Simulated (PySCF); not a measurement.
Computed Raman spectrum (relative Raman activity) of a molecule C5H5F. The structure is a stationary point at B3LYP-D3(BJ)/def2-SVP. The values are those of a single conformer. All values below come from PySCF with B3LYP-D3(BJ)/def2-SVP. No scaling factor is applied to the harmonic values.

Lines under 2 % of the strongest are left out, and lines within 2 cm⁻¹ are merged.

```json
[
 {"ν (cm⁻¹)": "98", "relative intensity": "2.3"},
 {"ν (cm⁻¹)": "315", "relative intensity": "3.4"},
 {"ν (cm⁻¹)": "383", "relative intensity": "4.3"},
 {"ν (cm⁻¹)": "508", "relative intensity": "4.2"},
 {"ν (cm⁻¹)": "669", "relative intensity": "2.3"},
 {"ν (cm⁻¹)": "916", "relative intensity": "3.0"},
 {"ν (cm⁻¹)": "947", "relative intensity": "3.0"},
 {"ν (cm⁻¹)": "1046", "relative intensity": "12"},
 {"ν (cm⁻¹)": "1167", "relative intensity": "4.4"},
 {"ν (cm⁻¹)": "1201", "relative intensity": "29"},
 {"ν (cm⁻¹)": "1286", "relative intensity": "2.5"},
 {"ν (cm⁻¹)": "1308", "relative intensity": "4.8"},
 {"ν (cm⁻¹)": "1402", "relative intensity": "16"},
 {"ν (cm⁻¹)": "1477", "relative intensity": "12"},
 {"ν (cm⁻¹)": "1693", "relative intensity": "91"},
 {"ν (cm⁻¹)": "2065", "relative intensity": "35"},
 {"ν (cm⁻¹)": "3107", "relative intensity": "45"},
 {"ν (cm⁻¹)": "3140", "relative intensity": "41"},
 {"ν (cm⁻¹)": "3167", "relative intensity": "31"},
 {"ν (cm⁻¹)": "3171", "relative intensity": "100"},
 {"ν (cm⁻¹)": "3241", "relative intensity": "44"}
]
```

Q: Which molecule gave these data?
A. C#C/C(F)=C/C
B. FC1=CC=CC1
C. C#CC/C=C/F
D. C=CC=C=CF

A: D, C=CC=C=CF
